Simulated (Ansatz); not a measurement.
The molecule CdO+, multiplicity 2 (lowest of 2S+1 = 2, 4 at CCSD(T)/def2-TZVPP on PBE0 minima; our sources give no spin for the ground state, which may be another). No spin–orbit coupling. The T1 diagnostic near the minimum is 0.046, so single-reference values are doubtful.

The constants come from a fifth-degree fit in 1/R (seven points, main isotopes). In def2 and cc sets the state is the lowest found near the PBE0 minimum, followed along R.

The values were computed with Ansatz (Gaussian orbitals). Each number belongs to the level named beside it. In def2 rows elements past Kr take small-core potentials, without spin–orbit coupling.

Energies at SVWN5/def2-TZVPP:

```csv
R (Å),E (hartree)
1.851831,-241.74576060
1.901611,-241.74857325
1.947409,-241.74942801
1.999181,-241.74883488
2.050952,-241.74697285
2.110689,-241.74366760
2.180381,-241.73874248
```

With a reduced mass of 14.0254 u, find the minimum, the force constant and the constants.

A fifth-degree polynomial in 1/R puts the minimum at r_e = 1.9527 Å with force constant 263 N/m. Then ω_e = (1/2πc)√(k/μ) = 565 cm⁻¹ and B_e = h/(8π²cμr_e²) = 0.3152 cm⁻¹; the cubic and quartic terms give α_e = 0.0025 and ω_e x_e = 3.5 cm⁻¹.

Ansatz is an electronic-structure program.
